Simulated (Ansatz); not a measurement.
Calculated with Ansatz (gas phase, PBE0-D4/def2-TZVP geometries, no zero-point term in ΔE). CBS: MP2 limit from def2 TZ/QZ plus the TZ coupled-cluster correction, frozen cores. Functionals use def2-TZVPP. B3LYP here is the variant with VWN-RPA as its local correlation; programs differ in this. Each species was taken in one conformer, which may not be the lowest.

`F[B]([AlH2])[SiH3]` + `CSCS` → `CSCS[SiH3]` + `F[BH][AlH2]`  (cleavage of the Si–B bond)

Problem. Is it downhill or uphill in electronic energy at CCSD(T)/CBS, and by how much? (An estimate is asked.)

Solution. Ansatz gave: Downhill: ΔE = -82.9 kJ/mol.

Problem. What do these levels give: ωB97M-V, B3LYP, CCSD(T)/def2-SVP, HF/def2-TZVPP, SCS-MP2/def2-TZVPP, MP2/CBS(def2)? (Estimate.)

Solution. The calculation gave: ωB97M-V -83.5, B3LYP -69.6, CCSD(T)/def2-SVP -74.5, HF/def2-TZVPP -80.4, SCS-MP2/def2-TZVPP -88.3, MP2/CBS(def2) -95.9 kJ/mol.

Largest T1 diagnostic among the species: 0.015.

From r2SCAN to r2SCAN0 (25 % exact exchange), in def2-TZVPP and without D4, ΔE moves by −3.3 kJ/mol. At CCSD(T), def2-SVP lies +8.4 kJ/mol from the extrapolated value and def2-TZVPP +3.4 kJ/mol. The D4 term adds −9.4 kJ/mol with B3LYP and −5.1 kJ/mol with PBE0; it sums over pairs of atoms, weighted by their polarisabilities, and B3LYP, whose exchange is more repulsive, gets the larger term.
